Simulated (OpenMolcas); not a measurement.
Hf3+ (d1) among equal point charges was computed by CASSCF with the d shell active (OpenMolcas, ANO-RCC-VDZP on the metal). Its lowest spin-free states, and all those of the highest spin:

| 2S+1 | Degeneracy | E (cm-1) |
| --- | --- | --- |
| 2 | 1 | 0.0 |
| 2 | 2 | 4888 |
| 2 | 2 | 15833 |

Problem. Is the site octahedral, tetrahedral or cube-like, axial, or of lower symmetry?

Solution. The states with 2S+1 = 2 have orbital degeneracies 1, 2, 2. There are pairs but no triples, so the site is axial: not cubic, but with a proper or improper axis of order three or more. The run had Hf3+ among 6 point charges of -1 e arranged as a trigonal antiprism (D3d), 2.21 Å from the ion, with a polar angle of 60.8° against the regular 54.74°.

This is an electrostatic model: the charges have no orbitals. No measured value stands beside these numbers.
